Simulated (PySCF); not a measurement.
CH₃Cl₂NSi₂, SMILES Cl[Si]1(Cl)N=C[SiH2]1. Atoms are numbered in the order given.

```xyz
9

Cl     1.4192    -0.1202     1.6667
Si     0.2265     0.0221     0.0000
Cl     1.4192    -0.1202    -1.6667
N     -0.7296     1.5347     0.0000
C     -1.9308     1.0688     0.0000
Si    -1.9258    -0.8655     0.0000
H     -2.7874     1.7701     0.0000
H     -2.4911    -1.5149    -1.2214
H     -2.4911    -1.5149     1.2214
```
Charge 0, spin multiplicity 1.

Coordinates come from a PBE0-D3(BJ)/def2-SVP optimisation. The structure was generated by enumeration, and PubChem lists no compound with its InChIKey, so it may never have been made.

Method: TDA-LC-ωPBE/def2-SVPD run with PySCF.

Vertical excitations.  State labels are in the subgroup Cs.

```csv
state,symmetry,energy (eV),λ (nm),f,main pairs
S1,A",3.84,323,0.000,HOMO→LUMO 94 %
S2,A",5.90,210,0.000,HOMO−1→LUMO 88 %
S3,A',6.24,199,0.010,HOMO→LUMO+1 82 %
S4,A",6.31,196,0.006,HOMO→LUMO+3 90 %
S5,A',6.94,179,0.001,"HOMO→LUMO+2 46 %, HOMO→LUMO+4 25 %, HOMO→LUMO+1 9 %"
S6,A",7.17,173,0.076,HOMO−1→LUMO+3 88 %
S7,A',7.23,172,0.162,"HOMO−1→LUMO+1 54 %, HOMO−1→LUMO+2 11 %"
S8,A',7.46,166,0.044,"HOMO−1→LUMO+2 47 %, HOMO−1→LUMO+1 18 %, HOMO→LUMO+4 9 %"
S9,A',7.85,158,0.049,"HOMO→LUMO+5 38 %, HOMO→LUMO+13 15 %, HOMO→LUMO+2 11 %, HOMO→LUMO+6 9 %"
S10,A',7.95,156,0.186,"HOMO→LUMO+4 46 %, HOMO→LUMO+2 13 %, HOMO→LUMO+9 12 %, HOMO→LUMO+5 10 %"
T1,A",3.01,412,0,HOMO→LUMO 92 %
T2,A',4.81,258,0,"HOMO−5→LUMO 31 %, HOMO−3→LUMO 20 %, HOMO−2→LUMO 19 %, HOMO−7→LUMO 14 %"
T3,A",5.51,225,0,"HOMO−1→LUMO 58 %, HOMO→LUMO+3 20 %, HOMO−1→LUMO+3 11 %"
T4,A',5.64,220,0,"HOMO−1→LUMO+1 58 %, HOMO→LUMO+1 27 %"
```
Triplets are in the Tamm–Dancoff approximation.
